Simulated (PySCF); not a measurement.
1,2,4-triazole (C₂H₃N₃), SMILES c1nc[nH]n1. Geometry: PBE0-D3(BJ)/def2-SVP.

Computed equilibrium geometry at PBE0-D3(BJ)/def2-SVP (PySCF confirms it by a frequency run) as Cartesian coordinates in Å, and its point group:
point group Cs.
```xyz
8

C      0.0132     1.1146     0.0000
N      1.1501     0.3757     0.0000
C      0.6959    -0.8572     0.0000
N     -0.6515    -0.8410     0.0000
N     -1.1053     0.4143     0.0000
H      0.0062     2.2042     0.0000
H      1.2862    -1.7733     0.0000
H     -1.3001    -1.6188     0.0000
```
Charge 0, spin multiplicity 1.
